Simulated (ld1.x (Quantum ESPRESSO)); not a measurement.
**Before and after: PAW potential for Se**

* Element: selenium
* Generator: ld1.x (Quantum ESPRESSO) 7.5
* Type: PAW
* Functional: BP86
* Relativity: scalar-relativistic
* Frozen core: [Ar] 3d10
* Valence charge: 6
* Reference configuration: 4s2 4p4
* Partial waves: 4s (bound): rcut 1.25, rcutus 1.40 bohr; 4s channel at -0.45 Ry: rcut 1.25, rcutus 1.40 bohr; 4p (bound): rcut 1.55, rcutus 1.85 bohr; 4p channel at 0.95 Ry: rcut 1.55, rcutus 1.85 bohr
* Local potential: all-electron potential smoothed inside 1.55 bohr (lloc = -1)
* Core correction: Bessel-smoothed model core inside 1.30 bohr
* Augmentation charge: PSQ, radius 1.35 bohr

Change: reference 4s2 4p3.

Cutoffs: the cutoffs (Ry, on a coarse ladder) from which the occupation-weighted sum of valence levels, in a spherical-Bessel basis at the reference potential, stays within 10 and 1 mRy of its value at 400 Ry; they do not see the model core or the augmentation charge, which bear on the density cutoff. Errors are all-electron minus pseudo energies relative to the spin-unpolarised reference configuration.

Task: What does the change do?

Result: The potential gets neither clearly harder nor softer (18 Ry and 35 Ry → 18 Ry and 35 Ry); a bound ghost appears in d, which as a rule spoils a file.

```tsv
quantity	base	changed
cutoff, loose	18 Ry	18 Ry
cutoff, tight	35 Ry	35 Ry
bound ghosts	none	d
largest error over its own tests, meV	-286	-230
s: phases at 2.00 bohr within 0.05 rad from the reference energy up to (Ry; the scan ends near 5)	3.5	3.8
p: phases at 2.00 bohr within 0.05 rad from the reference energy up to (Ry; the scan ends near 5)	to the end of the scan	to the end of the scan
lowest overlap eigenvalue by channel	s 0.48, p 0.62	s 0.47, p 0.61
```

 A true bound ghost makes a file unfit for plane-wave use even where its test errors are small: the radial tests pick states by their node count and pass the ghost by.
